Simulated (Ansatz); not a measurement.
Gas-phase electronic energies from Ansatz, PBE0-D4/def2-TZVP geometries. CCSD(T)/CBS is the MP2 limit (def2-TZVPP, def2-QZVPP) plus CCSD(T) − MP2 in def2-TZVPP, frozen cores. Functionals use def2-TZVPP. One conformer a species, not always the lowest.

Consider the ligand exchange at a B–C bond: `BC(F)[SiH2]F` + `C=C(N)O` → `BOC(=C)N` + `FC[SiH2]F`.

| level | ΔE (kJ/mol) |
| --- | --- |
| ωB97X-V | -102.5 |
| HF/def2-QZVPP | -114.3 |

What does CCSD(T)/CBS give? (Best estimate.)

Ansatz gave: -108.1 kJ/mol. The listed levels differ from it by 5.6, -6.2 kJ/mol.

Largest T1 diagnostic among the species: 0.014.

In def2-TZVPP, CCSD(T) changes the Hartree–Fock value by +3.2 kJ/mol (the triples alone add −0.4 kJ/mol) and MP2 by +4.2 kJ/mol.
